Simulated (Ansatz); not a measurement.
Isomers of InSi$_{6}$⁻ (singlet), found by a short tight-binding search and relaxed with PBE0-D4/def2-SVPD in Ansatz.

In the def2 sets In takes a core potential; there is no spin–orbit coupling. B3LYP takes the VWN-RPA correlation. Correlated methods freeze 34 core orbitals; core or outer-core shells of In are correlated, in sets that lack core-valence functions.

Run but left out: HF/STO-3G (A: restricted singlet, unstable in another Hartree–Fock run and untested here); HF/def2-SVPD, HF/def2-TZVPD (A: restricted singlet, unstable towards broken spin symmetry).

A: The restricted singlet is unstable towards broken spin symmetry in Hartree–Fock (as tested in another run); at LDA (SPW92)/def2-TZVPD, PBE-D4/def2-TZVPD, r2SCAN-D4/def2-TZVPD, B3LYP-D4/def2-TZVPD and others this wasn't settled. At CCSD(T)/def2-SVPD T1 of the charge -1 singlet is large (up to 0.024), so the single-reference result is doubtful. At CCSD(T)/def2-SVPD, MP2/def2-TZVPD the restricted singlet (for correlated methods, its reference) is unstable: a solution with broken spin symmetry lies lower. B: The restricted singlet is unstable towards broken spin symmetry in Hartree–Fock (as tested in another run); at LDA (SPW92)/def2-TZVPD, PBE-D4/def2-TZVPD, r2SCAN-D4/def2-TZVPD, B3LYP-D4/def2-TZVPD and others this wasn't settled. At CCSD(T)/def2-SVPD T1 of the charge -1 singlet is large (up to 0.024), so the single-reference result is doubtful. At CCSD(T)/def2-SVPD, MP2/def2-TZVPD the restricted singlet (for correlated methods, its reference) is unstable: a solution with broken spin symmetry lies lower. C: The restricted singlet is unstable towards broken spin symmetry in Hartree–Fock (as tested in another run); at LDA (SPW92)/def2-TZVPD, PBE-D4/def2-TZVPD, r2SCAN-D4/def2-TZVPD, B3LYP-D4/def2-TZVPD and others this wasn't settled. At CCSD(T)/def2-SVPD T1 of the charge -1 singlet is large (up to 0.023), so the single-reference result is doubtful. At CCSD(T)/def2-SVPD, MP2/def2-TZVPD the restricted singlet (for correlated methods, its reference) is unstable: a solution with broken spin symmetry lies lower. D: The restricted singlet is unstable towards broken spin symmetry in Hartree–Fock (as tested in another run); at LDA (SPW92)/def2-TZVPD, PBE-D4/def2-TZVPD, r2SCAN-D4/def2-TZVPD, B3LYP-D4/def2-TZVPD and others this wasn't settled. At CCSD(T)/def2-SVPD T1 of the charge -1 singlet is large (up to 0.032), so the single-reference result is doubtful. At CCSD(T)/def2-SVPD, MP2/def2-TZVPD the restricted singlet (for correlated methods, its reference) is unstable: a solution with broken spin symmetry lies lower.

Other spin states weren't relaxed.

A:

Cartesian coordinates in Å:
```
In -1.8168 -1.2572 -0.2096
Si 0.4841 2.0722 -2.3818
Si 2.2019 0.7101 1.4008
Si -0.9928 0.5203 -1.8116
Si -1.1232 -2.2695 1.9633
Si 0.4218 -0.6815 1.4127
Si 0.8251 0.9056 -0.3738
```

B:

```xyz
7

In   -1.2548    1.7230    0.4868
Si    1.0826   -1.5724   -1.1507
Si   -0.3064    0.7667    2.6498
Si   -1.5778    1.7944   -2.1602
Si    1.8508   -2.3413    0.8156
Si   -0.2670    0.1346   -1.6094
Si    0.4726   -0.5051    0.9681
```

C:

```xyz
7

In   -0.338   -1.377   -1.608
Si    1.452    0.717   -0.060
Si    0.299    1.641    1.832
Si    1.832   -1.626   -0.042
Si    0.212   -0.725    1.438
Si   -2.343    0.337   -1.637
Si   -1.114    1.033    0.076
```

D:

```xyz
7

In    0.6925    1.1002   -1.1157
Si   -1.8226    0.8787    1.0540
Si    0.6114   -0.4394    2.5871
Si    0.3878    1.6524    1.4761
Si    0.8195   -0.5094   -3.0964
Si   -0.4595   -0.9367    0.6608
Si   -0.2291   -1.7457   -1.5659
```

Problem. Estimate which lies lowest at each level, and how far above it the others are (kJ/mol).

Solution. 
| level | A | B | C | D |
| --- | --- | --- | --- | --- |
| LDA (SPW92)/def2-TZVPD | 115.9 | 125.3 | 0.0 | 119.0 |
| PBE-D4/def2-TZVPD | 116.6 | 123.4 | 0.0 | 105.4 |
| r2SCAN-D4/def2-TZVPD | 106.4 | 117.4 | 0.0 | 113.6 |
| B3LYP-D4/def2-TZVPD | 103.8 | 109.4 | 0.0 | 83.4 |
| PBE0-D4/def2-TZVPD | 124.0 | 133.4 | 0.0 | 115.0 |
| ωB97X-V/def2-TZVPD | 127.5 | 139.7 | 0.0 | 119.4 |
| MP2/def2-SVPD | 142.0 | 146.9 | 0.0 | 134.3 |
| MP2/def2-TZVPD | 154.4 | 161.3 | 0.0 | 154.4 |
| CCSD/def2-SVPD | 114.2 | 117.7 | 0.0 | 86.7 |
| CCSD(T)/def2-SVPD | 115.2 | 117.2 | 0.0 | 89.9 |
Point groups (tolerance 0.1 Å): A Cs, B Cs, C Cs, D not assigned. Lower isomers may exist.
